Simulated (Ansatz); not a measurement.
The lowest singlet and triplet of OH (SMILES [OH+]); geometries from B3LYP-D3(BJ)/def2-TZVP, each state relaxed from the structure named, with no frequency check, low spin by broken symmetry.
Singlet (charge 1, multiplicity 1):
```xyz
2

O      0.000     0.000    -0.116
H      0.000     0.000     0.925
```
Triplet (charge 1, multiplicity 3):
```xyz
2

O      0.00000     0.00000    -0.11563
H      0.00000     0.00000     0.92500
```

A positive gap puts the triplet lower; no zero-point energy. R- takes a restricted singlet, here one determinant of a half-filled degenerate or near-degenerate pair, which mixes singlet states. U- takes an unrestricted singlet (broken symmetry where lower, unprojected). The triplet is unrestricted in single-reference levels. Active spaces average the two states.

Frozen-core correlation.

Programs: Ansatz (Gaussian basis) for Hartree–Fock, density functionals and correlated methods. Each number belongs to the level named beside it.

```json
[
 {"level": "R-r2SCAN/def2-TZVPP", "gap E(singlet) − E(triplet), adiabatic (kcal/mol)": "___"},
 {"level": "U-PBE0/def2-TZVPP (spin-contaminated)", "gap E(singlet) − E(triplet), adiabatic (kcal/mol)": "19.08"},
 {"level": "U-BHLYP/def2-TZVPP (spin-contaminated)", "gap E(singlet) − E(triplet), adiabatic (kcal/mol)": "18.72"},
 {"level": "R-CCSD/cc-pVTZ", "gap E(singlet) − E(triplet), adiabatic (kcal/mol)": "63.16"},
 {"level": "R-CCSD/cc-pVQZ", "gap E(singlet) − E(triplet), adiabatic (kcal/mol)": "62.42"},
 {"level": "R-CCSDT/cc-pVDZ", "gap E(singlet) − E(triplet), adiabatic (kcal/mol)": "54.91"},
 {"level": "R-CCSDT/cc-pVTZ", "gap E(singlet) − E(triplet), adiabatic (kcal/mol)": "52.14"},
 {"level": "R-CCSDT/cc-pVQZ", "gap E(singlet) − E(triplet), adiabatic (kcal/mol)": "51.07"},
 {"level": "FIC-MRCISD+Q on SA-CASSCF(6,5)/cc-pVQZ", "gap E(singlet) − E(triplet), adiabatic (kcal/mol)": "50.39"}
]
```

Task: Complete the blanks.

Result: 
- R-r2SCAN/def2-TZVPP, gap E(singlet) − E(triplet), adiabatic (kcal/mol): 79.33

Doubts at one or more of the structures used: a restricted determinant that unrestricted orbitals would lower (R-r2SCAN/def2-TZVPP, R-CCSD/cc-pVTZ, R-CCSD/cc-pVQZ, R-CCSDT/cc-pVDZ, R-CCSDT/cc-pVTZ, R-CCSDT/cc-pVQZ); other coupled-cluster roots lie near (R-CCSDT/cc-pVDZ, R-CCSDT/cc-pVTZ, R-CCSDT/cc-pVQZ).

Ansatz is a first-principles code.
